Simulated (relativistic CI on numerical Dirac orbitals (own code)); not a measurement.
**Sensitivity of the levels of Eu IX to α and to the nuclear radius**

Method of calculation: Dirac-Coulomb-Breit CI, KLI orbitals optimised for each configuration, derivatives by finite differences, unscaled Slater integrals, QED left out (own radial code, finite nucleus).

CI space (outside the closed core [Kr] 4d10 5s2): 4f⁵5p². The list is cut by size and lacks configurations that can hold low levels.

With x = (α/α₀)² − 1 an excitation energy changes as ω = ω₀ + qx; K = 2q/ω₀ is the relative enhancement. Terms are leading LS components, so labels can repeat. The field-shift factor is F = δν/δ⟨r²⟩ for the transition from the lowest level.

Lowest level 4f⁵5p² ⁸I°5/2.

| Level | ω₀ (cm⁻¹) | q (cm⁻¹) | K | F (GHz/fm²) |
| --- | --- | --- | --- | --- |
| 4f⁵5p² ⁸I°7/2 | 1727.1 | 2669 | 3.09 | -0.0235 |
| 4f⁵5p² ⁸I°9/2 | 3790.1 | 5398 | 2.85 | -0.0452 |
| 4f⁵5p² ⁸H°11/2 | 6161.0 | 7871 | 2.55 | -0.0581 |
| 4f⁵5p² ⁸H°13/2 | 8902.9 | 9810 | 2.2 | -0.0503 |
| 4f⁵5p² ⁸G°1/2 | 9324.0 | 4830 | 1.04 | -0.0379 |
| 4f⁵5p² ⁸G°3/2 | 9783.4 | 4541 | 0.928 | -0.0188 |
| 4f⁵5p² ⁸G°5/2 | 10748.4 | 4542 | 0.845 | 0.00957 |
| 4f⁵5p² ⁸H°15/2 | 12197.6 | 10720 | 1.76 | 0.0065 |
| 4f⁵5p² ⁸G°7/2 | 12539.6 | 5845 | 0.932 | 0.0414 |
| 4f⁵5p² ⁸G°9/2 | 14979.8 | 7674 | 1.02 | 0.0841 |
| 4f⁵5p² ⁸D°11/2 | 17630.4 | 9597 | 1.09 | 0.125 |
| 4f⁵5p² ⁸H°3/2 | 25564.4 | 38360 | 3 | -2.68 |
| 4f⁵5p² ⁶G°5/2 | 26303.7 | 4273 | 0.325 | -0.0731 |
| 4f⁵5p² ⁸H°5/2 | 27664.9 | 41600 | 3.01 | -2.83 |
| 4f⁵5p² ⁶G°3/2 | 28306.4 | 10090 | 0.713 | -0.298 |
| 4f⁵5p² ⁸H°7/2 | 29643.7 | 42940 | 2.9 | -2.87 |
| 4f⁵5p² ⁶N°15/2 | 29726.9 | -1551 | -0.104 | 0.452 |
| 4f⁵5p² ⁶H°7/2 | 30310.9 | 8701 | 0.574 | -0.0256 |
| 4f⁵5p² ⁶K°9/2 | 31252.1 | 4039 | 0.258 | 0.295 |
| 4f⁵5p² ⁸I°9/2 | 31954.9 | 44410 | 2.78 | -2.85 |
| 4f⁵5p² ⁶K°11/2 | 32064.5 | 2561 | 0.16 | 0.325 |
| 4f⁵5p² ⁴K°13/2 | 32318.6 | 1854 | 0.115 | 0.325 |
| 4f⁵5p² ⁶N°17/2 | 33308.4 | 1998 | 0.12 | 0.472 |

At this charge configurations can still be misplaced by up to about 7 % of their energy. Terms inside the open d or f shell come out 10 to 20 % too wide with unscaled integrals. Levels and lines within the n = 5 or 6 shells can be off by up to 10 % or somewhat more, and those that change n by about 2 %, since core polarisation is missing.
